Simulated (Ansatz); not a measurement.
Relaxation of CH$_{7}$BO$_{2}$ (11 atoms, charge 0, multiplicity 1), to a largest force component of 0.03 eV/Å in at most 50 steps.

Level of theory: RKS PBE0/6-31G* in Ansatz 0.2.0.

```xyz
11
Properties=species:S:1:pos:R:3:forces:R:3
B -0.110 0.598 -0.196 -0.10 0.73 -0.07
H 0.098 -0.438 1.959 0.14 -1.60 0.17
C 1.271 0.028 -0.730 0.04 0.01 0.02
H 1.287 -1.067 -0.807 -0.01 0.02 0.01
H 1.476 0.418 -1.737 -0.03 0.00 0.01
H 2.124 0.318 -0.104 -0.02 -0.01 0.00
O -1.306 -0.019 -0.419 0.01 0.00 0.01
H -1.188 -0.860 -0.873 0.00 0.01 -0.01
O -0.210 1.820 0.457 0.02 -0.45 -0.48
H 0.658 2.221 0.559 0.02 0.03 -0.01
H 0.044 0.265 2.019 -0.07 1.27 0.34
```

**Question.** Where does it end, and by what steps?

**Answer.** It converged. The force dipped under the threshold on the way, but the program's further checks kept it going. After 23 steps the energy has fallen by 0.233 eV; H2 moved furthest, 1.86 Å.

| step | energy less start (eV) | largest force component (eV/Å) | accepted |
| --- | --- | --- | --- |
| 0 | 0.0000 | 1.601 | yes |
| 1 | -0.1310 | 0.271 | yes |
| 2 | -0.1766 | 0.223 | yes |
| 3 | -0.1989 | 0.121 | yes |
| 4 | -0.2051 | 0.051 | yes |
| 5 | -0.2126 | 0.093 | yes |
| 6 | -0.2008 | 0.792 | no |
| 7 | -0.2159 | 0.045 | yes |
| 8 | -0.2182 | 0.167 | yes |
| 9 | -0.2200 | 0.265 | yes |
| 10 | -0.2235 | 0.139 | yes |
| 11 | -0.2262 | 0.168 | yes |
| 12 | -0.2290 | 0.077 | yes |
| 13 | -0.2297 | 0.196 | yes |
| 14 | -0.2307 | 0.069 | yes |
| 15 | -0.2313 | 0.021 | yes |
| 16 | -0.2319 | 0.020 | yes |
| 17 | -0.2321 | 0.064 | yes |
| 18 | -0.2322 | 0.029 | yes |
| 19 | -0.2324 | 0.038 | yes |
| 20 | -0.2327 | 0.035 | yes |
| 21 | -0.2328 | 0.057 | yes |
| 22 | -0.2331 | 0.038 | yes |
| 23 | -0.2333 | 0.019 | yes |

```xyz
11
Properties=species:S:1:pos:R:3
B -0.095 0.462 -0.451
H 0.146 0.192 3.703
C 1.275 0.042 -1.135
H 1.269 -0.998 -1.485
H 1.466 0.669 -2.017
H 2.142 0.153 -0.474
O -1.307 0.008 -0.889
H -1.206 -0.602 -1.626
O -0.162 1.335 0.601
H 0.715 1.628 0.868
H -0.097 0.397 3.030
```

Whether the end is a true minimum wasn't checked by a vibrational analysis.

Time of the run: 38 s on 1 thread of Intel(R) Xeon(R) 6975P-C (Granite Rapids), with other jobs on the host, peak memory 0.17 GiB.
